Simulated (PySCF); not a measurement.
## Solvent effects on NMR parameters

Geometry:
```tsv
atom	x (Å)	y (Å)	z (Å)
F1	2.020	0.669	1.494
C2	1.922	1.188	0.244
F3	2.475	2.402	0.282
O4	0.635	1.325	-0.126
C5	0.011	0.209	-0.768
C6	-0.183	-0.956	0.207
C7	-1.134	-0.509	1.328
Si8	-2.323	0.698	0.459
C9	-1.365	0.713	-1.188
H10	2.502	0.535	-0.437
H11	0.635	-0.089	-1.632
H12	0.780	-1.319	0.598
H13	-0.624	-1.788	-0.368
H14	-1.636	-1.359	1.811
H15	-0.571	0.029	2.106
H16	-3.711	0.165	0.296
H17	-2.408	2.033	1.120
H18	-1.291	1.688	-1.691
H19	-1.820	-0.002	-1.891
```

GIAO PBE0/pcSseg-1 in PySCF 2.14 on one PBE0-D3(BJ)/def2-SVP conformer, non-relativistic, equivalent nuclei averaged. Solvents enter as an IEF-PCM continuum (tetrahydrofuran with ε = 7.4, methanol with ε = 32.6) around the gas-phase geometry. Shifts are referred to CFCl3, TMS computed in the same medium.

Gas phase, δ in ppm: F1 -89.3, F3 -94.2, C2 122.4, C5 82.2, C6 35.6, C9 17.9, C7 2.6, Si8 -26.8, H10 5.75, H17 4.35, H11 4.25, H16 4.19, H12 2.28, H18 1.34. Dipole moment 3.02 D.

Q: How does each δ change in the continuum?

A: 
```json
{"atoms": "F1", "environment": "fluorine of a CF2 group", "Δδ, tetrahydrofuran": "-2.5", "Δδ, methanol": "-3.1"}
{"atoms": "F3", "environment": "fluorine of a CF2 group", "Δδ, tetrahydrofuran": "-4.2", "Δδ, methanol": "-5.1"}
{"atoms": "C2", "environment": "sp3 CH bonded to 2 F and O", "Δδ, tetrahydrofuran": "+1.1", "Δδ, methanol": "+1.3"}
{"atoms": "C5", "environment": "sp3 CH bonded to O", "Δδ, tetrahydrofuran": "+1.1", "Δδ, methanol": "+1.4"}
{"atoms": "C6", "environment": "sp3 CH2 in a ring", "Δδ, tetrahydrofuran": "+0.5", "Δδ, methanol": "+0.5"}
{"atoms": "C9", "environment": "sp3 CH2 bonded to Si", "Δδ, tetrahydrofuran": "+0.6", "Δδ, methanol": "+0.8"}
{"atoms": "C7", "environment": "sp3 CH2 bonded to Si", "Δδ, tetrahydrofuran": "+0.7", "Δδ, methanol": "+0.9"}
{"atoms": "Si8", "environment": "silicon bonded to 2 C, 2 H, in a 5-membered ring", "Δδ, tetrahydrofuran": "+0.6", "Δδ, methanol": "+0.7"}
{"atoms": "H10", "environment": "hydrogen on an sp3 CH bonded to 2 F and O", "Δδ, tetrahydrofuran": "+0.27", "Δδ, methanol": "+0.33"}
{"atoms": "H17", "environment": "hydrogen on a silicon bonded to 2 C, in a 5-membered ring", "Δδ, tetrahydrofuran": "-0.17", "Δδ, methanol": "-0.21"}
{"atoms": "H11", "environment": "hydrogen on an sp3 CH bonded to O", "Δδ, tetrahydrofuran": "+0.28", "Δδ, methanol": "+0.36"}
{"atoms": "H16", "environment": "hydrogen on a silicon bonded to 2 C, in a 5-membered ring", "Δδ, tetrahydrofuran": "-0.09", "Δδ, methanol": "-0.10"}
{"atoms": "H12", "environment": "hydrogen on an sp3 CH2 in a ring", "Δδ, tetrahydrofuran": "0.00", "Δδ, methanol": "+0.01"}
{"atoms": "H18", "environment": "hydrogen on an sp3 CH2 bonded to Si", "Δδ, tetrahydrofuran": "-0.05", "Δδ, methanol": "-0.07"}
```

Changes are relative to the gas phase. The dipole moment becomes 3.82 D in tetrahydrofuran, 4.03 D in methanol.

Q: Which of the listed nuclei move most (in ppm), and what does the model miss? (N and O are left out, as their reference compounds move with the solvent too.)

A: F3 (fluorine of a CF2 group, -5.1 ppm) in methanol. A continuum only polarises the solute; specific hydrogen bonds, the anisotropy of aromatic solvents and changes of geometry or conformer are outside it.
